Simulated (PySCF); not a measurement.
## Ne³⁺ (neon, charge +3) across methods

[He] 2s2 2p3, high-spin 4S determinant. Calculation: PySCF 2.14, in x2c-QZVPPall (7s4p3d2f1g, 57 functions); scalar relativity by spin-free X2C-1e.

```json
{"method": "r2SCAN", "E (hartree)": "-124.4357", "mean ε 2s α (eV)": "-109.19", "mean ε 2s β (eV)": "-98.204", "mean ε 2p α (eV)": "-85.288", "Σ⟨r²⟩ (bohr²)": "3.626", "⟨S²⟩": "3.752"}
{"method": "M06", "E (hartree)": "-124.4381", "mean ε 2s α (eV)": "-111.74", "mean ε 2s β (eV)": "-101.17", "mean ε 2p α (eV)": "-87.634", "Σ⟨r²⟩ (bohr²)": "3.622", "⟨S²⟩": "3.752"}
{"method": "PBE", "E (hartree)": "-124.3521", "mean ε 2s α (eV)": "-106.30", "mean ε 2s β (eV)": "-97.915", "mean ε 2p α (eV)": "-83.741", "Σ⟨r²⟩ (bohr²)": "3.649", "⟨S²⟩": "3.751"}
{"method": "UHF", "E (hartree)": "-124.24772", "mean ε 2s α (eV)": "-126.89", "mean ε 2s β (eV)": "-106.96", "mean ε 2p α (eV)": "-98.485", "Σ⟨r²⟩ (bohr²)": "3.617", "⟨S²⟩": "3.753"}
{"method": "TPSSh", "E (hartree)": "-124.4724", "mean ε 2s α (eV)": "-109.49", "mean ε 2s β (eV)": "-99.340", "mean ε 2p α (eV)": "-85.671", "Σ⟨r²⟩ (bohr²)": "3.634", "⟨S²⟩": "3.751"}
{"method": "wB97X", "E (hartree)": "-124.4678", "mean ε 2s α (eV)": "-113.44", "mean ε 2s β (eV)": "-103.40", "mean ε 2p α (eV)": "-89.674", "Σ⟨r²⟩ (bohr²)": "3.617", "⟨S²⟩": "3.752"}
{"method": "PBE0", "E (hartree)": "-124.3750", "mean ε 2s α (eV)": "-111.65", "mean ε 2s β (eV)": "-100.67", "mean ε 2p α (eV)": "-87.618", "Σ⟨r²⟩ (bohr²)": "3.636", "⟨S²⟩": "3.751"}
{"method": "HSE06", "E (hartree)": "-124.3839", "mean ε 2s α (eV)": "-111.20", "mean ε 2s β (eV)": "-100.24", "mean ε 2p α (eV)": "-87.165", "Σ⟨r²⟩ (bohr²)": "3.637", "⟨S²⟩": "3.751"}
{"method": "LDA", "E (hartree)": "-123.6939", "mean ε 2s α (eV)": "-105.69", "mean ε 2s β (eV)": "-97.679", "mean ε 2p α (eV)": "-83.733", "Σ⟨r²⟩ (bohr²)": "3.662", "⟨S²⟩": "3.751"}
```
